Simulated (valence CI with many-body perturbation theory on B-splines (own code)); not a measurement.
## Ta³²⁺: one-electron terms

Computed by valence CI with perturbative core correlation (CI+MBPT): five valence electrons over a frozen Dirac-Fock core [Kr], a basis of 7 s, 7 p, 8 d, 6 f, 4 g, 1 h functions for each j, with the one-electron correlation potential Σ1 (screened to all orders), the two-electron term Σ2, the three-electron term Σ3, Breit, model QED; selected single and double excitations, second order for the rest (own B-spline code, finite nucleus).

The last digits are not significant, and no measured levels were compared; by estimate large intervals hold to a few tenths of a per cent, small ones and those within an open d or f shell to about a per cent. Only levels of the ground parity were solved; by the run's estimate the other parity begins above the list, which can be wrong where configurations are misplaced.

These are the spectroscopic orbitals of the CI (the correlating ones are not listed), shaped by the core and the other valence electrons. h is the expectation value of the core's Dirac-Fock operator, without the valence repulsion; Σ1 is computed up to l = 3 at one energy for each symmetry, that of its lowest orbital but kept below the first core excitation, so for empty shells it is not the orbital's own correlation shift; Breit and QED include the response of the core.

```
Orbital  h (hartree)  Σ1 (cm⁻¹)  Breit (cm⁻¹)  QED (cm⁻¹)  ⟨r⟩ (bohr)
  5s1/2       -38.97     -11014          4015        3101      0.7582
  6s1/2      -25.237      -4337          2122        1654       1.170
  7s1/2      -17.702      -2244          1228         973       1.676
  5p1/2      -37.255     -10910          6159        36.8      0.7704
  6p1/2      -24.318      -4461          3339        23.3       1.192
  7p1/2      -17.152      -2351          1965        14.8       1.708
  5p3/2      -35.934      -9669          3575         318      0.8013
  6p3/2      -23.623      -4086          1969         177       1.229
  7p3/2       -16.74      -2183          1275         107       1.751
  4d3/2      -56.592     -22428          6820        -726      0.4392
  5d3/2      -33.209     -10121          2857        -246      0.8093
  6d3/2      -22.153      -4625          1530        -128       1.262
  4d5/2      -55.927     -21678          3961        -370      0.4457
  5d5/2      -32.924      -9967          1724        -105      0.8172
  6d5/2          -22      -4549           931       -53.1       1.271
  4f5/2       -48.96     -44841          1427        -586      0.4194
  5f5/2      -30.005      -9836           739        -202      0.8190
  4f7/2      -48.796     -40267          -210        -463      0.4220
  5f7/2       -29.93      -9601          75.4        -151      0.8216
  5g7/2      -27.855                     -136       -79.8      0.7811
  5g9/2      -27.833                     -274       -61.5      0.7822
```

Among the shells of the start configuration 4d5, Σ1 is largest in size for 4d3/2, where it is 0.18 % of h.

Lowest root of each symmetry, sizes in configuration state functions:

```json
{"J": "1/2", "Parity": "even", "Roots": "4", "Reference": "77", "Variational": "22609", "Second order": "289715", "Change by selected CI (cm⁻¹)": "-9562", "Change by second order (cm⁻¹)": "-26"}
{"J": "3/2", "Parity": "even", "Roots": "7", "Reference": "141", "Variational": "26041", "Second order": "626056", "Change by selected CI (cm⁻¹)": "-8940", "Change by second order (cm⁻¹)": "-73"}
{"J": "5/2", "Parity": "even", "Roots": "10", "Reference": "183", "Variational": "27142", "Second order": "914343", "Change by selected CI (cm⁻¹)": "-8354", "Change by second order (cm⁻¹)": "-117"}
{"J": "7/2", "Parity": "even", "Roots": "7", "Reference": "192", "Variational": "25105", "Second order": "931401", "Change by selected CI (cm⁻¹)": "-8774", "Change by second order (cm⁻¹)": "-199"}
{"J": "9/2", "Parity": "even", "Roots": "5", "Reference": "181", "Variational": "24961", "Second order": "858912", "Change by selected CI (cm⁻¹)": "-9150", "Change by second order (cm⁻¹)": "-210"}
{"J": "11/2", "Parity": "even", "Roots": "3", "Reference": "150", "Variational": "25241", "Second order": "671586", "Change by selected CI (cm⁻¹)": "-8980", "Change by second order (cm⁻¹)": "-81"}
{"J": "13/2", "Parity": "even", "Roots": "1", "Reference": "112", "Variational": "20000", "Second order": "495232", "Change by selected CI (cm⁻¹)": "-9216", "Change by second order (cm⁻¹)": "-37"}
```
